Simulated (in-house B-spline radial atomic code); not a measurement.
# RPA and G0W0 on TPSS: C²⁺

Configuration [He] 2s2, mean-field start TPSS. Computed with a B-spline radial code for spherical atoms: all electrons, non-relativistic, point nucleus, each spin shell either full or empty, empty states to l = 9 with an (l + 1/2)⁻⁴ tail; G0W0 by contour deformation at full frequency.

Command:
```bash
python run_gw.py task.json out
```
Settings (radii: box in bohr, nucleus in fm):
```
Z                        6
electrons                4
configuration            [He] 2s2
hamiltonian              nr
method                   tpss,tpss
lmax                     9
spin_polarised           False
box_radius               17.55
intervals                45
ion_configuration        [He] 2s1
```

Run time, properties included: 1.5 s on 1 thread of Arm Neoverse N1, with other jobs on the host.

Energies (hartree):

```
                                     term      value
                         mean-field total  -36.52663
Hartree-Fock functional on these orbitals  -36.40728
                      direct second order   -0.30649
                    second-order exchange    0.15053
                         SOSEX correction    0.11019
```

**Question.** What is the RPA correlation energy, and what remains with SOSEX?

**Answer.** RPA gives -0.22457 hartree (-1.53 eV per electron); RPA + SOSEX gives -0.11438, and the second-order doubles -0.15596 hartree (no singles). SOSEX takes back 49 % of the RPA value.

Quasi-particle levels (eV):

```csv
level,occupied,mean field,Σx - vxc,Σc,QP weight,G0W0
2s,yes,-40.65,-5.39,?,?,?
2p,no,-31.40,8.33,-1.78,0.938,-24.853
```

G0W0 = mean field + (Σx - vxc) + Σc, with Σc (partial-wave tail included) taken at the quasi-particle energy. Levels of low weight are left out.

**Question.** Where does G0W0 put 2s?

**Answer.** At -47.82 eV, with Σc = -1.78 eV and a quasi-particle weight of 0.926. The tabulated removal energy is 47.888 eV (NIST, measured).

**Question.** What does it cost to remove one electron (to [He] 2s1) by differences of total energies, each species on its own start (correlation terms add to the Hartree-Fock functional)?

**Answer.** TPSS 47.14 eV, Hartree-Fock functional 45.77 eV, + RPA 48.13 eV, + RPA + SOSEX 47.56 eV, + second order 48.62 eV. Tabulated: 47.888 eV (NIST, measured).
